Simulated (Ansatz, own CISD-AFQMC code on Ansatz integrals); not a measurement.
C3H4O, SMILES `CC1=CO1` (charge 0, multiplicity 1).

Cartesian coordinates (Å):
```xyz
8

C     -1.1041    -0.0568    -0.0171
C      0.3488     0.1039    -0.0088
C      1.5491    -0.2975     0.0863
O      1.1310     1.2513    -0.1792
H     -1.3832    -1.0962     0.1476
H     -1.5447     0.5683     0.7632
H     -1.5029     0.2814    -0.9765
H      2.5060    -0.7544     0.1845
```
Charge 0, spin multiplicity 1.

Frozen-core correlation energies in cc-pVDZ at a geometry from B3LYP-D3(BJ)/def2-TZVP, on an HF energy of -190.64639 Ha (<S^2> = 0.00, restricted and unstable towards unrestricted orbitals). Wave-function levels are from Ansatz, the walk from an own CISD-AFQMC code on Ansatz integrals (time step 0.005/Ha, trial state from CCSD amplitudes, largest double 0.08).

```json
[
 {"level": "MP2", "correlation energy (mHa)": "-588.0"},
 {"level": "CCSD", "correlation energy (mHa)": "-617.2"},
 {"level": "CCSD(T)", "correlation energy (mHa)": "-640.6"}
]
```

### Question
What correlation energy does phaseless AFQMC give, and where does it lie among these levels?

### Answer
-642.7 ± 0.4 mHa (one standard error). AFQMC minus each level: MP2 -54.7 mHa, CCSD -25.5 mHa, CCSD(T) -2.1 mHa.
